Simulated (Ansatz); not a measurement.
## Reading a saddle point

A first-order saddle point of BH5SO3, closed shell, PBE0-D4/def2-TZVP, with one imaginary mode of 955i cm⁻¹:

```xyz
10
angstrom
B -0.1537 0.0142 -0.3660
O 1.0709 0.9112 -0.3185
O 0.1112 -1.0595 -1.2008
O -1.3137 0.7562 -0.3365
H 1.2242 0.4349 0.7389
S 0.3671 -0.6440 1.7328
H 1.7312 0.5818 -0.9427
H -0.6518 -1.5934 -1.4232
H -2.1108 0.2361 -0.2314
H -0.2745 0.3626 2.3472
```

Ansatz 0.2.0; basis: def2-TZVPP and def2-QZVPP; cores frozen in the correlated methods. Extrapolation: Hartree–Fock as exp(−7.88 √X), correlation as X^−2.97.

Task: Which contacts change along the imaginary mode, and what lies on either side? (Judge from chemistry; the calculation decides.)

Result: The calculation gives: The step is BH₃O₃ ([OH][B]([OH])[OH]) + H₂S → BH₃SO₂ ([OH][B]([OH])[SH]) + H₂O, with the molecules in contact on both sides. Shortening one way: B1–S6, O2–H5; lengthening the same way: B1–O2, H5–S6.
| pair | one side (Å) | saddle (Å) | other side (Å) |
| --- | --- | --- | --- |
| B1–S6 | 4.02 | 2.26 | 1.83 |
| O2–H5 | 2.36 | 1.17 | 0.96 |
| B1–O2 | 1.36 | 1.52 | 3.58 |
| H5–S6 | 1.34 | 1.70 | 3.11 |

Task: Which side is lower, and how far does the saddle lie above each? (To be estimated.)

Result: The calculation gives: The side with B1–O2, H5–S6 short is lower by 47.7 kJ/mol; the saddle lies 151.7 kJ/mol above it and 104.0 kJ/mol above the other (CCSD(T) at an estimated basis limit (MP2 extrapolated from triple and quadruple zeta, plus CCSD(T) − MP2 in triple zeta); electronic energies).

The T1 diagnostic stays at or below 0.013.

Labels in which every atom is bracketed show which atoms are joined, not bond orders.

For scale, one of the runs: CCSD(T)/def2-TZVPP, 236 basis functions, launched by `ansatz run in.yaml --threads 4 --pin off --events-out ev --progress --plain --max-ram 9574MiB`. Time: 2.2 min of wall clock on 4 CPU threads of an Arm Neoverse V1; the host was shared. Peak host memory: 4.6 GiB.
